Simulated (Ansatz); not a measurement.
Calculated with Ansatz (gas phase, PBE0-D4/def2-TZVP geometries, no zero-point term in ΔE). CCSD(T)/CBS adds triple-zeta CCSD(T) − MP2 to the extrapolated MP2 energy (def2 sets, frozen cores). This one scheme is used for every species. Functionals use def2-TZVPP. Elements past krypton have def2 core potentials. For Te outer-core shells are correlated without core-valence functions, which leaves a few kJ/mol of doubt a bond. Each species was taken in one conformer, which may not be the lowest.

Reaction (ligand exchange at the Si–C bond): `CC[SiH2]C` + H₂Te → `CC[SiH2][TeH]` + CH₄

| level | ΔE (kJ/mol) |
| --- | --- |
| ωB97X-V | -68.6 |
| ωB97M-V | -68.4 |
| MP2/def2-TZVPP | -77.7 |
| SCS-MP2/def2-TZVPP | -72.5 |

Task: What does CCSD(T)/CBS give? (Estimate.)

Result: Ansatz gave: -76.1 kJ/mol. The listed levels differ from it by 7.5, 7.7, -1.6, 3.6 kJ/mol.

Largest T1 diagnostic among the species: 0.010.

The D4 term adds −5.0 kJ/mol with B3LYP and −2.7 kJ/mol with PBE0; it sums over pairs of atoms, weighted by their polarisabilities, and B3LYP, whose exchange is more repulsive, gets the larger term.

B3LYP here is the variant with VWN-RPA as its local correlation; programs differ in this.
